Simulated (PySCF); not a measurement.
[C8H10F]+: core ionisation energies

Species: C8H10F (charge +1).
Atom-mapped SMILES: `[CH:1]#[C:2][CH2:3][C+:4]([CH3:5])[C@@H:6]1[CH2:7][C@@H:8]1[F:9]`

The calculation used delta-SCF UKS SCAN, pcX-2 on the ionised atom, pcseg-1 elsewhere, spin-free X2C in PySCF. Vertical ΔSCF values, vacuum level as zero.

**Question.** Give the core binding energies atom by atom.

**Answer.** 
```json
{"atom(s)": "F9", "environment": "alkyl fluorine", "level": "F 1s", "binding energy (eV)": "698.00", "above the level's lowest (eV)": "0.00", "count": "1"}
{"atom(s)": "C8", "environment": "sp3 C–F carbon", "level": "C 1s", "binding energy (eV)": "298.48", "above the level's lowest (eV)": "+4.14", "count": "1"}
{"atom(s)": "C3", "environment": "propargylic carbon", "level": "C 1s", "binding energy (eV)": "296.60", "above the level's lowest (eV)": "+2.26", "count": "1"}
{"atom(s)": "C6", "environment": "three-membered-ring carbon", "level": "C 1s", "binding energy (eV)": "296.37", "above the level's lowest (eV)": "+2.03", "count": "1"}
{"atom(s)": "C7", "environment": "three-membered-ring carbon", "level": "C 1s", "binding energy (eV)": "296.33", "above the level's lowest (eV)": "+1.99", "count": "1"}
{"atom(s)": "C5", "environment": "methyl carbon", "level": "C 1s", "binding energy (eV)": "295.70", "above the level's lowest (eV)": "+1.36", "count": "1"}
{"atom(s)": "C2", "environment": "alkyne carbon", "level": "C 1s", "binding energy (eV)": "294.71", "above the level's lowest (eV)": "+0.37", "count": "1"}
{"atom(s)": "C1", "environment": "terminal alkyne carbon", "level": "C 1s", "binding energy (eV)": "294.34", "above the level's lowest (eV)": "0.00", "count": "1"}
```

The listed C 1s values span 4.14 eV, from C1 (bonded to C (triple bond) and H) to C8 (bonded to F, 2 C and H). The widest gap between neighbouring values is 1.88 eV, between 296.60 and 298.48 eV. The values 296.33 and 296.37 eV lie too close for their order to be trusted.

**Question.** Which photon wavelength matches the F 1s of F9 threshold?

**Answer.** λ = hc/E = 12398.42 eV Å / 698.00 eV = 17.763 Å.

The list is incomplete; no value stands for C 1s of C4 (hole states with ⟨S²⟩ of 1 or more are left out). Spin contamination (⟨S²⟩ against 0.75 for a pure doublet) is marked for C 1s of C1 (0.86), C 1s of C2 (0.86) and C 1s of C8 (0.90), which makes these values less certain. The species carries charge +1, so core ionisation leaves charge +2. The structure is a single PBE0-D3(BJ)/def2-SVP conformer in the gas phase; no vibrational or solvent corrections.

Conformer computed: `[CH:1]#[C:2][CH2:3][C+:4]([CH3:5])[C@@H:6]1[CH2:7][C@@H:8]1[F:9]`: C2–C3–C4–C5 7°, C3–C4–C6–C7 23°.
